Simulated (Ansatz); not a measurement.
Relaxation of F$_{4}$H$_{5}$NSi (11 atoms, charge 0, multiplicity 1), to a largest force component of 0.03 eV/Å in at most 50 steps.

The calculation used Ansatz, RHF/def2-mTZVP.

```xyz
11
Properties=species:S:1:pos:R:3
Si -0.432 1.429 -1.318
H -1.310 -0.657 0.209
F -1.117 0.343 -2.171
F -1.391 1.952 -0.228
F 0.001 2.598 -2.228
H 1.318 -0.654 0.930
F 0.884 0.823 -0.622
H -0.775 -0.915 0.556
N 1.266 -1.435 1.564
H 0.979 -2.243 1.049
H 0.575 -1.241 2.260
```

Question: Where does it end, and by what steps?

Answer: It converged. The force dipped under the threshold on the way, but the program's further checks kept it going. After 20 steps the energy has fallen by 0.386 eV; H2 moved furthest, 1.55 Å.

```csv
step,energy less start (eV),largest force component (eV/Å),accepted
0,0.0000,1.872,yes
1,-0.1992,1.244,yes
2,-0.2788,0.713,yes
3,-0.3340,0.427,yes
4,-0.3587,0.063,yes
5,-0.3715,0.078,yes
6,-0.3772,0.102,yes
7,-0.3800,0.077,yes
8,-0.3813,0.090,yes
9,-0.3827,0.077,yes
10,-0.3836,0.091,yes
11,-0.3842,0.078,yes
12,-0.3847,0.057,yes
13,-0.3851,0.037,yes
14,-0.3854,0.038,yes
15,-0.3857,0.043,yes
16,-0.3859,0.021,yes
17,-0.3860,0.019,yes
18,-0.3861,0.037,yes
19,-0.3862,0.022,yes
20,-0.3863,0.010,yes
```

```xyz
11
Properties=species:S:1:pos:R:3
Si -0.405 1.772 -1.588
H -2.703 -1.308 0.387
F -1.099 0.955 -2.701
F -1.469 2.535 -0.768
F 0.583 2.776 -2.221
H 1.604 -0.844 1.098
F 0.368 0.810 -0.653
H -2.022 -1.406 0.636
N 1.954 -1.494 1.775
H 1.776 -2.417 1.426
H 1.413 -1.380 2.609
```

The run took 40 s on 4 threads of Arm Neoverse N1, with other jobs on the host, peak memory 0.29 GiB.
